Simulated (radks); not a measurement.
Q: Valence configurations of Tl II. Calculated with a radial shooting solver on a logarithmic mesh with Libxc functionals: scalar-relativistic Kohn-Sham, LDA (Slater exchange, Perdew-Wang correlation), spin-polarised, spherical densities, finite nucleus; open shells are filled with parallel spins first (spin-orbit coupling, left out, can overturn this in heavy ions); Fermi nuclear charge, rms radius 5.4759 fm. Order these by energy: [Xe] 4f14 5d8 6s2 6p2; [Xe] 4f13 5d10 6s2 6p1; [Xe] 4f14 5d9 6s1 6p2; [Xe] 4f14 5d10 6s1 6p1; [Hg]; [Xe] 4f14 5d10 6p2; [Xe] 4f14 5d10 6s1.5 6p0.5; [Xe] 4f12 5d10 6s2 6p2; [Xe] 4f14 5d9 6s2 6p1; [Xe] 4f14 5d9.5 6s2 6p0.5.

A: From the lowest, in eV above it: [Hg] 0.000; [Xe] 4f14 5d10 6s1.5 6p0.5 3.996; [Xe] 4f14 5d9.5 6s2 6p0.5 7.537; [Xe] 4f14 5d10 6s1 6p1 7.754; [Xe] 4f14 5d9 6s2 6p1 15.629; [Xe] 4f14 5d10 6p2 16.399; [Xe] 4f14 5d9 6s1 6p2 23.441; [Xe] 4f14 5d8 6s2 6p2 33.523; [Xe] 4f13 5d10 6s2 6p1 121.42; [Xe] 4f12 5d10 6s2 6p2 259.48. NIST lists [Hg] as the ground configuration; this level of theory agrees among the configurations tried. The energies are those of spherical high-spin densities, not of single terms.
